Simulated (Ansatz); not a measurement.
# Nudged elastic band run: BrGeH3SeSi

Input:

```yaml
crystal:
  periodic: [false, false, false]
  atoms:
    - { symbol: Br, position_ang: [-2.638979, -1.045201, 0.565205] }
    - { symbol: Si, position_ang: [-1.011699, 0.140939, -0.393995] }
    - { symbol: Ge, position_ang: [1.1324, 0.105406, 0.49069] }
    - { symbol: Se, position_ang: [0.549525, -0.971203, -1.6071] }
    - { symbol: H, position_ang: [-1.61752, 1.330331, -1.003386] }
    - { symbol: H, position_ang: [1.528266, -0.882377, 1.578994] }
    - { symbol: H, position_ang: [2.119207, 1.254104, 0.323892] }
basis:
  gaussian: { orbitals: def2-SVP }
hamiltonian:
  xc: hf
neb:
  order_check: false
  images: 4
  f_tol: 0.05
  max_iterations: 60
  climbing: false
  final_atoms:
    - { symbol: Br, position_ang: [-2.38029572, -1.27322591, 0.02270763] }
    - { symbol: Si, position_ang: [-0.76890184, 0.27877941, 0.09288089] }
    - { symbol: Ge, position_ang: [1.14187078, 0.26496118, 1.56407635] }
    - { symbol: Se, position_ang: [1.08394305, -0.43788983, -1.22796879] }
    - { symbol: H, position_ang: [-1.30688985, 1.48104399, -0.56986692] }
    - { symbol: H, position_ang: [0.88907977, -1.26893886, 1.81497143] }
    - { symbol: H, position_ang: [1.40239381, 0.88726902, -1.74250058] }
  initial_path:
    images:
      - { positions_ang: [[-2.638979, -1.045201, 0.565205], [-1.011699, 0.140939, -0.393995], [1.1324, 0.105406, 0.49069], [0.549525, -0.971203, -1.6071], [-1.61752, 1.330331, -1.003386], [1.528266, -0.882377, 1.578994], [2.119207, 1.254104, 0.323892]] }
      - { positions_ang: [[-2.51945946, -1.19390803, 0.51127656], [-1.01609294, 0.18544065, -0.36279723], [1.05767636, 0.17416537, 0.61177522], [0.67441045, -0.80074457, -1.52528011], [-1.57575819, 1.42068422, -0.91813339], [1.3688723, -0.85958037, 1.69667924], [2.07155147, 1.00594173, -0.05922029]] }
      - { positions_ang: [[-2.39993991, -1.34261507, 0.45734813], [-1.02048688, 0.2299423, -0.33159946], [0.98295272, 0.24292475, 0.73286044], [0.7992959, -0.63028614, -1.44346023], [-1.53399637, 1.51103744, -0.83288077], [1.2094786, -0.83678374, 1.81436447], [2.02389594, 0.75777946, -0.44233258]] }
      - { positions_ang: [[-2.34820325, -1.38822005, 0.34884865], [-0.97192745, 0.25751038, -0.23422428], [0.98484687, 0.27483579, 0.94753771], [0.90617951, -0.52362351, -1.36763399], [-1.47187034, 1.54118004, -0.74617696], [1.08164136, -0.91409611, 1.86155996], [1.8805333, 0.68441247, -0.85561109]] }
      - { positions_ang: [[-2.36424949, -1.33072298, 0.18577814], [-0.87041464, 0.26814489, -0.0706717], [1.06335883, 0.26989848, 1.25580703], [0.99506128, -0.48075667, -1.29780139], [-1.3893801, 1.51111201, -0.65802194], [0.98536057, -1.09151749, 1.83826569], [1.64146355, 0.78584075, -1.29905583]] }
      - { positions_ang: [[-2.38029572, -1.27322591, 0.02270763], [-0.76890184, 0.27877941, 0.09288089], [1.14187078, 0.26496118, 1.56407635], [1.08394305, -0.43788983, -1.22796879], [-1.30688985, 1.48104399, -0.56986692], [0.88907977, -1.26893886, 1.81497143], [1.40239381, 0.88726902, -1.74250058]] }
```

Command:

```bash
$ ansatz run input.yaml --threads 2 --pin off --max-ram 3072MiB --backend cpu --events-out ev --progress --plain --runs-dir out
```

Output, in part (warnings, iteration lines, the closing report on the highest movable image, with atoms numbered from 0):

```
NEB end point (image 0): max|allowed force component| = 3.183e-3 eV/Å (the criterion of neb.relax_end_points is 1.000e-2)
NEB end point (image 5): max|allowed force component| = 1.529e-2 eV/Å (the criterion of neb.relax_end_points is 1.000e-2)
NEB iter   1: max|band force component| = 2.787e0 eV/Å  barrier→ = 2.8267 eV  barrier← = 2.0061 eV  Δτ_max = 0.2000 Å  (198 SCF iters)
NEB iter   2: max|band force component| = 1.143e0 eV/Å  barrier→ = 1.8965 eV  barrier← = 1.0760 eV  Δτ_max = 0.1870 Å  (134 SCF iters)
NEB iter   3: max|band force component| = 8.255e-1 eV/Å  barrier→ = 1.8856 eV  barrier← = 1.0650 eV  Δτ_max = 0.1139 Å  (137 SCF iters)
NEB iter   4: max|band force component| = 5.104e-1 eV/Å  barrier→ = 1.7951 eV  barrier← = 0.9746 eV  Δτ_max = 0.0874 Å  (141 SCF iters)
NEB iter   5: max|band force component| = 2.321e-1 eV/Å  barrier→ = 1.7761 eV  barrier← = 0.9555 eV  Δτ_max = 0.0951 Å  (139 SCF iters)
NEB iter   6: max|band force component| = 1.945e-1 eV/Å  barrier→ = 1.8347 eV  barrier← = 1.0142 eV  Δτ_max = 0.0631 Å  (142 SCF iters)
NEB iter   7: max|band force component| = 7.767e-2 eV/Å  barrier→ = 1.8745 eV  barrier← = 1.0540 eV  Δτ_max = 0.1142 Å  (141 SCF iters)
NEB iter   8: max|band force component| = 4.217e-1 eV/Å  barrier→ = 1.9499 eV  barrier← = 1.1294 eV  Δτ_max = 0.0400 Å  (139 SCF iters)
NEB iter   9: max|band force component| = 9.882e-2 eV/Å  barrier→ = 1.9483 eV  barrier← = 1.1277 eV  Δτ_max = 0.0566 Å  (134 SCF iters)
NEB iter  10: max|band force component| = 2.504e-1 eV/Å  barrier→ = 1.9463 eV  barrier← = 1.1257 eV  Δτ_max = 0.0282 Å  (141 SCF iters)
NEB iter  11: max|band force component| = 2.857e-1 eV/Å  barrier→ = 1.9286 eV  barrier← = 1.1081 eV  Δτ_max = 0.0560 Å  (140 SCF iters)
NEB iter  12: max|band force component| = 4.548e-1 eV/Å  barrier→ = 1.8546 eV  barrier← = 1.0340 eV  Δτ_max = 0.0566 Å  (140 SCF iters)
NEB iter  13: max|band force component| = 5.975e-1 eV/Å  barrier→ = 1.7455 eV  barrier← = 0.9250 eV  Δτ_max = 0.1139 Å  (141 SCF iters)
NEB iter  14: max|band force component| = 4.725e-1 eV/Å  barrier→ = 1.5683 eV  barrier← = 0.7477 eV  Δτ_max = 0.0564 Å  (142 SCF iters)
NEB iter  15: max|band force component| = 4.172e-1 eV/Å  barrier→ = 1.4469 eV  barrier← = 0.6263 eV  Δτ_max = 0.0564 Å  (138 SCF iters)
NEB iter  16: max|band force component| = 2.934e-1 eV/Å  barrier→ = 1.3749 eV  barrier← = 0.5543 eV  Δτ_max = 0.1130 Å  (135 SCF iters)
NEB iter  17: max|band force component| = 2.133e-1 eV/Å  barrier→ = 1.2566 eV  barrier← = 0.4361 eV  Δτ_max = 0.2000 Å  (135 SCF iters)
NEB iter  18: max|band force component| = 7.312e-1 eV/Å  barrier→ = 1.2837 eV  barrier← = 0.4631 eV  Δτ_max = 0.1000 Å  (142 SCF iters)
NEB iter  19: max|band force component| = 2.254e-1 eV/Å  barrier→ = 1.3207 eV  barrier← = 0.5001 eV  Δτ_max = 0.1404 Å  (135 SCF iters)
NEB iter  20: max|band force component| = 1.247e-1 eV/Å  barrier→ = 1.4166 eV  barrier← = 0.5960 eV  Δτ_max = 0.0597 Å  (136 SCF iters)
NEB iter  21: max|band force component| = 1.124e-1 eV/Å  barrier→ = 1.3838 eV  barrier← = 0.5632 eV  Δτ_max = 0.0326 Å  (136 SCF iters)
NEB iter  22: max|band force component| = 5.736e-2 eV/Å  barrier→ = 1.3640 eV  barrier← = 0.5434 eV  Δτ_max = 0.0315 Å  (133 SCF iters)
NEB iter  23: max|band force component| = 3.636e-2 eV/Å  barrier→ = 1.3620 eV  barrier← = 0.5414 eV  Δτ_max = 0.0000 Å  (273 SCF iters)
Total energy: -199659.79412137 eV, -7337.3620996910 hartree
Atom 0 at    -2.300306    -1.322892     0.425121 Å, force    -0.186169     0.167859     0.247969 eV/Å
Atom 1 at    -0.940595     0.217590    -0.442383 Å, force    -0.229225    -0.051981    -0.321495 eV/Å
Atom 2 at     1.053625     0.394588     0.810274 Å, force     0.141247    -0.574150    -0.954318 eV/Å
Atom 3 at     0.590879    -0.653578    -1.725498 Å, force    -0.291369    -0.311100     0.046368 eV/Å
Atom 4 at    -1.705521     1.415982    -0.766943 Å, force    -0.130070     0.091282    -0.072023 eV/Å
Atom 5 at     1.188750    -0.684679     1.902680 Å, force     0.358867    -0.010336    -0.173260 eV/Å
Atom 6 at     2.174367     0.564988    -0.248952 Å, force     0.336718     0.688426     1.226760 eV/Å
Dipole moment:     0.177822     0.512830     0.452563 e Å
```

It converged. The profile has 2 maxima (images 1, 4) with wells between them (image 3): this band takes more than one step, which may be the mechanism or a detour left from its start path. Neighbouring images differ by up to 1.4 eV, so the band resolves the path poorly. No image climbed, so the highest image needn't sit at the top of the path. The orbitals stay closed-shell, which can raise the energy where a bond breaks towards radicals; this wasn't checked here.

Final band (atoms are numbered from 1 in the order of the input):

```csv
image,path coordinate (Å),energy (kJ/mol),Ge3–H7 (Å),Se4–H7 (Å)
0,0.00,0.0,1.52,3.34
1,1.29,131.4,1.55,2.48
2,2.58,102.6,2.73,1.47
3,3.87,83.9,3.54,1.46
4,5.16,96.7,3.50,1.46
5,6.46,79.2,3.37,1.46
```

Time of the run: 5.9 min on 2 threads of Arm Neoverse V1, on a shared host, peak memory 0.41 GiB.
